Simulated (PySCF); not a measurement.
Gas-phase equilibrium of 1 mol GeCl₄, 0.55 mol O₂ at 1800 K and 10.0 bar, among 12 species (ClO, O₂, O, GeCl₃, Ge₂O₂, O₃, GeCl₄, Cl, Cl₂, GeO₂, GeCl₂, GeO). Only gases are allowed; each row takes one source of thermochemistry for all species, and Cantera finds the minimum.

Computed with PySCF and rigid-rotor harmonic-oscillator thermochemistry at 1 bar. † marks an energy on the PBE0/def2-TZVP geometry and frequencies. Open shells (unrestricted) among the columns below: ClO (multiplicity 2, electronic degeneracy 4), O₂ (multiplicity 3), GeCl₃ (multiplicity 2), Cl (multiplicity 2, electronic degeneracy 6); the rest are closed-shell singlets. Spin-orbit splitting is ignored; it lowers the true energy and changes the entropy of ClO, Cl. Ge: all electrons, no relativistic terms. GeCl₃: computed as isolated molecules; such fragments, hydroxides, amides, oligomers or adducts are transient or little studied in the gas. The harmonic model lacks anharmonicity and excited electronic states, which grow with temperature; levels with a mode under 35 cm⁻¹ are left out.

Molecules larger than those listed are left out, and so are free Ge atoms, whose spin-orbit terms are large. Also missing: (GeO)n, which can matter at low temperature or high pressure.

Mole fractions:

```csv
thermochemistry,x GeCl₄,x O₂,x GeCl₂,x Cl₂,x Cl,x GeCl₃,x GeO,x ClO
BLYP/def2-TZVP†,0.14,0.23,0.28,0.26,0.069,0.0059,0.0052,0.0026
PBE0/def2-QZVP†,0.54,0.33,0.056,0.048,0.021,0.0048,0.00060,0.00071
LDA/def2-TZVP†,0.58,0.34,0.035,0.039,0.00076,0.0028,0.0013,0.00057
ωB97M-V/def2-TZVP†,0.56,0.33,0.044,0.039,0.018,0.0021,0.0012,0.00051
```
The most sensitive of these is Cl: it spans a factor of 10^2.0 over these rows; at this temperature one factor of ten is RT ln 10 = 34 kJ/mol.
